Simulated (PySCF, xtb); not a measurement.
CH₇NOSi₂, SMILES N1C[SiH2]O[SiH2]1. The values are those of a single conformer.

Harmonic wavenumbers (cm⁻¹) from GFN2-xTB in xtb at its own minimum, in rising order: 55, 123, 337, 363, 475, 484, 501, 568, 595, 636, 667, 708, 762, 783, 801, 816, 857, 956, 1126, 1157, 1178, 1349, 1494, 2252, 2284, 2289, 2298, 2878, 2916, 3485.

**Question.** What does PySCF with PBE-D3(BJ)/def2-SVP give at its own minimum? (An estimate is asked for; the answer gives what the named calculation found.)

**Answer.** 97, 121, 282, 394, 457, 530, 602, 638, 673, 677, 688, 748, 799, 823, 923, 937, 950, 988, 1079, 1125, 1165, 1304, 1424, 2130, 2159, 2166, 2174, 2899, 2970, 3525. Paired by order, the mean absolute difference is 60 cm⁻¹ and the zero-point energies are 50.3 and 50.7 kcal/mol.
